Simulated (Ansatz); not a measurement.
This geometry of AlAsH4N (7 atoms, charge -1, multiplicity 1) is a first-order saddle point.

All numbers below come from Ansatz, RKS PBE-D4/def2-TZVP.

```xyz
7
Properties=species:S:1:pos:R:3
N -1.711 -0.872 -1.070
Al -0.622 0.375 -0.541
As 1.212 -0.212 0.940
H -2.452 -0.521 -1.694
H -0.338 1.977 -0.684
H 2.235 0.763 1.481
H 1.676 -1.509 1.568
```

Q: Which two structures does it join? (They come from a converged band through this point; their orientation in space is the band's.)

A: No bond is made or broken. The height of As3 over the plane of its neighbours goes from -0.97 to 0.95 Å.

First end point:

```xyz
7
Properties=species:S:1:pos:R:3
N -1.958 -0.662 -0.649
Al -0.446 0.189 -0.469
As 1.034 -0.710 1.368
H -2.570 -0.303 -1.397
H 0.245 1.468 -1.241
H 1.390 0.698 1.900
H 2.305 -0.680 0.488
```

Last end point:

```xyz
7
Properties=species:S:1:pos:R:3
N -1.632 -0.829 -0.763
Al -0.364 0.353 -0.564
As 1.780 -0.366 0.551
H -2.448 -0.482 -1.289
H -0.145 1.914 -1.043
H 1.724 0.762 1.603
H 1.085 -1.351 1.506
```

Q: How far does it lie above each of them?

A: 0.66 eV above the first and 0.67 eV above the second. This is the barrier of this one path; another mechanism may lie lower. Limits of this set-up: an anion without diffuse functions.

Time of the run: 3.5 min on 2 threads of Intel(R) Xeon(R) 6975P-C (Granite Rapids), on a shared host, peak memory 0.2 GiB.
